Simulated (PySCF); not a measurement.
**Potential energy of LiHg along the bond**

Set-up: Li def2-TZVP, Hg def2-TZVP with ECP60; scalar-relativistic core potentials (PySCF 2.14). Energies in eV from Li + Hg in their ground configurations at the same level. All curves are PBE0. state 1: ²Σ⁺ (doublet), unpaired electrons σ ↑; state 2: doublet, unpaired electrons π ↑, a second solution, started from another occupation; state 3: ⁴Π (quartet), unpaired electrons σ ↑↑, π ↑, a second solution, started from another occupation.

```
R (Å)  state 1  state 2  state 3
2.614  -0.0548   0.9335   4.7415
2.736  -0.0971   0.9911   4.6918
2.858  -0.1183   1.0622   4.6687
2.949  -0.1249   1.1195   4.6644
3.040  -0.1263   1.1778   4.6685
3.131  -0.1239   1.2352   4.6790
3.253  -0.1172   1.3086   4.7002
3.405  -0.1057   1.3927   4.7340
3.587  -0.0905   1.4803   4.7796
3.830  -0.0710   1.5736   4.8402
```

Q: Put a parabola through the three lowest points of the state 1 curve and estimate Re, k and ωe (reduced mass 6.78 u; 1 eV/Å² = 0.16022 mdyn/Å; ωe = 1302.8·√(k/μ) cm⁻¹).

A: Through R = 2.949, 3.04, 3.131 Å the second-order coefficient is 0.229 eV/Å², so Re ≈ 3.028 Å, k ≈ 0.0735 mdyn/Å and ωe ≈ 136 cm⁻¹. A polynomial fit of higher order to the unrounded PBE0 energies gives Re = 3.022 Å, k = 0.0756 mdyn/Å, ωe = 138 cm⁻¹; anharmonicity and rounding make the difference.

The higher-order fit for each curve: state 1: Re = 3.022 Å, ωe = 138 cm⁻¹, De = 0.126 eV; state 3: Re = 2.946 Å, ωe = 202 cm⁻¹, minimum 4.66 eV above the ground-state fragments. State 2 gave no clean fit.

The bond is weak. Basis-set superposition, not corrected here, can be much of De in a small basis, most of all at correlated wavefunction levels. Functionals without a dispersion term scatter widely for such bonds, and LDA overbinds them. Spin–orbit coupling is left out. Counting both spins, an empty level lies below a filled one in some of these solutions, because spin and occupation are held. The state is the lowest determinant that a PBE0 search found; another state may lie lower at other levels.
